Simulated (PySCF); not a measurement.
Results of a calculation; reference values are marked as such.
B3H5N3

The system: B3H5N3, a small molecule; neutral, doublet. The structure was relaxed in the gas phase by PBE0-D3(BJ)/def2-SVP. No frequency run checks that it is a minimum.

SMILES: B1[N]BNBN1

| atom | x (Å) | y (Å) | z (Å) |
| --- | --- | --- | --- |
| B1 | -0.575 | 1.487 | 0.020 |
| N2 | -1.238 | 0.220 | -0.141 |
| B3 | -0.545 | -1.030 | -0.103 |
| N4 | 0.870 | -1.021 | 0.104 |
| B5 | 1.626 | 0.192 | 0.277 |
| N6 | 0.802 | 1.322 | 0.213 |
| H7 | -1.151 | 2.547 | -0.009 |
| H8 | -2.240 | 0.217 | -0.288 |
| H9 | -1.142 | -2.072 | -0.242 |
| H10 | 1.365 | -1.904 | 0.133 |
| H11 | 2.819 | 0.210 | 0.454 |

EPR values by unrestricted B3LYP, IGLO-III on B N, pcH-1 on H.

(1) Predict g and the largest hyperfine couplings. Where does the spin sit?

(2) How do the isotropic couplings move with BHandHLYP?

## Answers

(1) g = 2.0022, 2.0049, 2.0054. The spin sits on N6 (90 %, bonded to 2 B) by Mulliken populations.
```json
{"atom": "N6", "isotope": "14N", "isotropic (MHz)": "76.3", "dipolar, principal values (MHz)": "-40.8, -35.9, 76.6"}
{"atom": "H11", "isotope": "1H", "isotropic (MHz)": "66.6", "dipolar, principal values (MHz)": "-4.9, -4.4, 9.3"}
{"atom": "H7", "isotope": "1H", "isotropic (MHz)": "66.3", "dipolar, principal values (MHz)": "-4.9, -4.4, 9.3"}
{"atom": "H8", "isotope": "1H", "isotropic (MHz)": "25.3", "dipolar, principal values (MHz)": "-4.4, -2.3, 6.7"}
{"atom": "H10", "isotope": "1H", "isotropic (MHz)": "25.2", "dipolar, principal values (MHz)": "-4.4, -2.3, 6.7"}
{"atom": "N2", "isotope": "14N", "isotropic (MHz)": "22.3", "dipolar, principal values (MHz)": "-2.6, -2.4, 5.0"}
```

(2) N6 76.3 to 88.5 MHz, H11 66.6 to 52.4 MHz, H7 66.3 to 52.2 MHz, H8 25.3 to 22.8 MHz.

The 2 runs behind this took 85 s in all, one thread each of Intel Xeon Platinum 8259CL on a shared host, launched as `OMP_NUM_THREADS=1 python cluster_run.py task.json out`.
